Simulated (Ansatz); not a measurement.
A nudged elastic band was laid between two geometries of C3H12OSi2 (18 atoms, charge 0, multiplicity 1).

The calculation used RKS PBE-D4/STO-3G (Ansatz).

```json
{
  "movable images": "5",
  "climbing image": "yes",
  "spring": "5.0 eV/Å²",
  "optimiser": "quadratic models (default)",
  "start path": "IDPP",
  "force threshold": "0.05 eV/Å",
  "iteration limit": "49",
  "end points": "relaxed"
}
```

First end point:

```xyz
18
Properties=species:S:1:pos:R:3
C -0.728 -1.890 0.532
C 0.139 -0.766 -0.122
Si 1.827 -0.656 0.724
Si -0.785 0.897 -0.115
C 0.174 2.215 -1.049
O -2.317 0.801 -0.916
H -0.216 -2.871 0.498
H -0.946 -1.666 1.595
H -1.699 -2.010 0.010
H 0.314 -1.052 -1.177
H 1.668 -0.225 2.106
H 2.484 -1.956 0.719
H 2.684 0.301 0.039
H -0.944 1.296 1.289
H 0.349 1.918 -2.096
H 1.158 2.398 -0.584
H -0.375 3.171 -1.059
H -2.823 0.107 -0.340
```

Last end point:

```xyz
18
Properties=species:S:1:pos:R:3
C -0.306 -1.659 -0.431
C 0.652 -0.475 -0.083
Si 1.601 -0.817 1.516
Si -0.299 1.174 -0.022
C -1.101 1.563 -1.676
O -1.604 1.125 1.115
H 0.238 -2.622 -0.486
H -1.102 -1.766 0.331
H -0.801 -1.501 -1.408
H 1.396 -0.390 -0.899
H 0.687 -0.777 2.650
H 2.233 -2.127 1.482
H 2.624 0.196 1.728
H 0.672 2.223 0.311
H -1.867 0.814 -1.938
H -0.352 1.575 -2.485
H -1.591 2.551 -1.657
H -1.116 0.924 2.005
```

Task: What changes between the two ends?

Result: No bond is made or broken. The dihedral C1–C2–Si4–H14 goes from 66 to 180°.

Task: Give the energies along the band, and the barrier.

Result: The run converged. The highest image is number 3 of 0 to 6, 0.070 eV above the first end and 0.054 eV above the last; the last end lies 0.016 eV above the first. A vibrational analysis at the climbing image gives one clearly imaginary mode, 41i cm⁻¹: a first-order saddle point. Limits of this set-up: minimal basis.

```csv
image,path coordinate (Å),energy (eV),dihedral C1–C2–Si4–H14 (°)
0,0.00,0.000,66
1,1.27,0.015,85
2,2.54,0.046,105
3,3.81,0.070,125
4,5.01,0.063,144
5,6.21,0.033,162
6,7.41,0.016,180
```

Task: What is the geometry of the highest image?

Result: 
```xyz
18
Properties=species:S:1:pos:R:3
C -0.549 -1.839 0.004
C 0.413 -0.607 -0.061
Si 1.748 -0.728 1.273
Si -0.555 1.041 0.001
C -0.359 1.984 -1.612
O -2.262 0.795 0.172
H 0.003 -2.788 -0.135
H -1.070 -1.898 0.980
H -1.328 -1.784 -0.782
H 0.920 -0.645 -1.044
H 1.150 -0.564 2.590
H 2.410 -2.023 1.228
H 2.747 0.314 1.088
H -0.027 1.851 1.106
H -0.746 1.400 -2.464
H 0.702 2.207 -1.813
H -0.905 2.941 -1.585
H -2.329 0.354 1.106
```

Task: What are the harmonic wavenumbers there?

Result: 41i, 112, 136, 152, 167, 202, 215, 261, 272, 320, 372, 575, 691, 726, 763, 799, 835, 845, 889, 983, 1008, 1042, 1060, 1091, 1091, 1125, 1146, 1229, 1280, 1399, 1476, 1547, 1656, 1658, 1658, 1663, 2518, 2582, 2637, 2641, 3227, 3252, 3286, 3388, 3390, 3419, 3421, 3590 cm⁻¹.

The band took 4 iterations and of the order of 120 core-seconds.

Run time: 120 s on 1 thread of Arm Neoverse V1, with other jobs on the host, peak memory 0.11 GiB.
